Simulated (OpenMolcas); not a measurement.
## Mn4+: effect of the IPEA shift

| Item | Value |
| --- | --- |
| Program | OpenMolcas 26.06 |
| Basis | ANO-RCC-VTZP [6s5p3d2f1g] |
| Scalar Hamiltonian | DKH2, point nucleus |
| Active space | 3 electrons in 5 orbitals (3d) |
| State averaging | 2S+1 = 4 even, 10 roots; 2S+1 = 2 even, 40 roots |
| Spin-orbit coupling | RASSI with atomic mean-field integrals over the reference wave functions, term energies averaged over their components |

Methods on the same reference wave functions:
A. CASSCF
B. MS-CASPT2, IPEA 0 Eh, imaginary shift 0.1 Eh (closed shells correlated: 3s 3p)
C. MS-CASPT2, IPEA 0.25 Eh, imaginary shift 0.1 Eh (closed shells correlated: 3s 3p)

Energies in cm⁻¹ above 3d³ ⁴F_3/2, the measured ground level; measured values from Corliss and Sugar, J. Phys. Chem. Ref. Data 6, 1253 (1977).

| Level | A | B | C | Measured |
| --- | --- | --- | --- | --- |
| 3d³ ⁴F_3/2 | 0.0 | 0.0 | 0.0 | 0.0 |
| 3d³ ⁴F_5/2 | 371 | 374 | 374 | 359 |
| 3d³ ⁴F_7/2 | 877 | 881 | 881 | 835 |
| 3d³ ⁴F_9/2 | 1504 | 1506 | 1506 | 1412 |
| 3d³ ⁴P_1/2 | 20470 | 16950 | 17160 | 16434 |
| 3d³ ⁴P_3/2 | 20621 | 17100 | 17300 | 16595 |
| 3d³ ²G_7/2 | 20933 | 17710 | 18110 | 17892 |
| 3d³ ⁴P_5/2 | 21064 | 17550 | 17760 | 17049 |
| 3d³ ²G_9/2 | 21447 | 18240 | 18640 | 18399 |
| 3d³ ²P_1/2 | 27591 | 23230 | 23540 | 23082 |
| 3d³ ²H_9/2 | 27655 | 25260 | 25500 | 24975 |
| 3d³ ²P_3/2 [64 %] | 27729 | 23110 | 23450 | 22919 |
| 3d³ ²H_11/2 | 28042 | 25650 | 25890 | 25334 |
| 3d³ ²D_3/2(1) [65 %] | 30181 | 24880 | 25270 | 24670 |
| 3d³ ²D_5/2(1) | 30469 | 24880 | 25330 | 24630 |
| 3d³ ²F_7/2 | 47482 | 41020 | 41400 | 40423 |
| 3d³ ²F_5/2 | 47707 | 41240 | 41620 | 40707 |
| 3d³ ²D_5/2(2) | 74136 | 64710 | 64930 | 62608 |
| 3d³ ²D_3/2(2) | 74403 | 64960 | 65200 | 62854 |

Deviations, from unrounded energies. A percentage is the sum of absolute deviations over the sum of measured energies, with the sign that they share, or ± where signs differ.

```tsv
Against measurement	Levels	A	B	C
mean absolute deviation (cm-1)	18	4500	490	710
fine structure of the ground term (%)	3	+5.6	+6.0	+5.9
other terms of the ground configuration (%)	15	+18.6	±2.0	+2.9
```

B lies closest to measurement on these levels and A furthest from it. The largest miss of B in the table is 3d³ ²D_3/2(2), by +2100 cm-1. The ranking rests on the paired levels alone, and a cruder setting can come out closer through cancelling errors.

Between B and C the level of the table that moves most is 3d³ ²D_5/2(1), by 450 cm-1 (lowest in B, highest in C). Moves below CASPT2's spread within the term are not significant.

The mean deviations of B to C differ by less than CASPT2's widest spread within a term (1000 cm-1), so their order carries little weight.

From A to B the spin-free energies of the other terms of 3d³ shown, above ⁴F, scale by factors of 0.81 to 0.91, as is usual when dynamic correlation screens the repulsion within a d or f shell.

The lowest spin-free term lies below A's lowest term by 0.332 hartree in B, 0.326 hartree in C.

Term energies are means over components that CASPT2 splits; among the terms shown or strongly mixed into the levels shown the widest spread is 1000 cm-1 (3d³ ⁴F, B). Without dynamic correlation excited terms often stand tens of per cent too high (terms of higher spin than the ground term too low), and those without a measured partner can miss by more than the paired ones (holds for A). Some levels mix across a computed gap that differs much from the measured one, so their mixing is not that of the real levels (holds for A). Computed and measured levels are paired by configuration, term and J; levels that our copy of the source lacks, or whose pairing is in doubt (as where it misses far off the trend of its configuration), stay unpaired and out of the deviations. Levels of configurations outside the active space are missing.

A share in square brackets marks a mixed level and gives the weight of the term that names it, the lowest over the columns. A number in round brackets counts repeated terms of one configuration in the order of the reference energies.
